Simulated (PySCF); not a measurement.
Si(H)(Cl) anion (ClHSi), SMILES [SiH]Cl (connectivity only; charge and spin as stated), charge -1, multiplicity 2. Atoms are numbered in the order given.

```xyz
3

Si     0.1109     1.1978     0.0000
H     -1.4425     1.3698     0.0000
Cl    -0.0064    -1.0670     0.0000
```
Charge -1, spin multiplicity 2.

The structure is a stationary point at PBE-D3(BJ)/def2-TZVPD. The spin state was assumed, not searched. The isomer is the one that the SMILES or the coordinates give; other isomers of the formula were not compared.

The numbers are results of PBE0/pcH-1 (PySCF), not measurements.

Unrestricted Kohn–Sham, ⟨S²⟩ = 0.755. Hyperfine tensors hold the contact and dipolar terms, without spin-orbit corrections.

Computed hyperfine couplings:
```csv
nucleus,A(iso) (MHz),A(iso) (G),dipolar principal values (MHz)
29Si no. 1,-12.4,-4.4,"-173.5, 82.2, 91.2"
1H no. 2,-32.0,-11.4,"-11.4, 4.1, 7.3"
35Cl no. 3,5.8,2.1,"-12.7, -9.0, 21.7"
```

### Question
And the g tensor (effective nuclear charges for spin-orbit coupling, GIAO)? (An estimate is asked for; the answer gives what the named calculation found.)

### Answer
principal values 2.0023, 2.0052, 2.0128; isotropic 2.0068.
